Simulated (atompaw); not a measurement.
# An all-electron radial function and its pseudo partner (S (Z = 16))

Columns: radius, all-electron u(r) and pseudo u(r) of the 3p shell (level -11.70 eV) of sulfur in the configuration [Ne] 3s2 3p3.5; PBE, scalar-relativistic, PAW (atompaw) scheme, atompaw 4.2.0.5.

| r (bohr) | all-electron | pseudo |
| --- | --- | --- |
| 0.058 | -0.0783 | 0.0024 |
| 0.115 | -0.1991 | 0.0095 |
| 0.173 | -0.2924 | 0.0215 |
| 0.231 | -0.3385 | 0.0382 |
| 0.288 | -0.3404 | 0.0590 |
| 0.346 | -0.3073 | 0.0846 |
| 0.404 | -0.2487 | 0.1143 |
| 0.462 | -0.1737 | 0.1479 |
| 0.519 | -0.0907 | 0.1844 |
| 0.577 | -0.0022 | 0.2245 |
| 0.635 | 0.0865 | 0.2671 |
| 0.692 | 0.1711 | 0.3110 |
| 0.750 | 0.2526 | 0.3568 |
| 0.808 | 0.3285 | 0.4031 |
| 0.865 | 0.3967 | 0.4484 |
| 0.923 | 0.4594 | 0.4934 |
| 0.981 | 0.5155 | 0.5365 |
| 1.038 | 0.5641 | 0.5763 |
| 1.096 | 0.6072 | 0.6135 |
| 1.154 | 0.6439 | 0.6467 |
| 1.212 | 0.6745 | 0.6756 |
| 1.269 | 0.6991 | 0.6994 |
| 1.327 | 0.7188 | 0.7189 |
| 1.385 | 0.7336 | 0.7336 |
| 1.442 | 0.7439 | 0.7439 |
| 1.500 | 0.7503 | 0.7503 |

Q: How many radial nodes do the two functions have?

A: The all-electron 3p function has n − l − 1 = 1; the pseudo-wave has 0, since the states of the same l below it are removed with the core.

Q: Is the pseudo-wave norm-conserving?

A: No, it belongs to a PAW set: the norm inside the radius is not constrained, and the difference is carried by the augmentation charge.
